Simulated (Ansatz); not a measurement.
Mg3O2, relaxed as a singlet with RKS PBE-D4/def2-SVP in Ansatz, starting from the GFN1-xTB geometry. Force threshold 0.02 eV/Å.

The restricted singlet is unstable towards broken spin symmetry in Hartree–Fock (as tested in another run); at PBE-D4/def2-SVP this wasn't settled. The structure comes from a short search, and lower isomers may exist.

Start:

```xyz
5

Mg   -0.369   -1.522    0.900
Mg    0.394    0.851    1.538
Mg   -0.014    0.376   -1.369
O    -0.467   -1.288   -0.924
O     0.456    1.583   -0.146
```

Q: Estimate the energy that the relaxation releases and the steps that it takes.

A: 6.4 kcal/mol, in 5 steps; 3.9 s on 4 threads of Arm Neoverse V2 on a shared host. No frequencies were taken in this run, so the end may be a saddle point.

Q: Does the start keep its bonding and symmetry?

A: By distances, no bond broke or formed. The bond that changes most is Mg1–Mg2, from 2.57 to 2.88 Å (atoms count from 1). Point group C2v at the start, C2v at the end, both within 0.05 Å.

Q: Predict the relaxed structure.

A: 
```xyz
5

Mg   -0.415   -1.661    0.851
Mg    0.440    0.997    1.571
Mg   -0.013    0.354   -1.290
O    -0.509   -1.409   -0.990
O     0.497    1.720   -0.142
```
Bond lengths (bridged metal pairs left out): 4 × Mg–O 1.86 Å; 1 × Mg–Mg 2.88 Å.
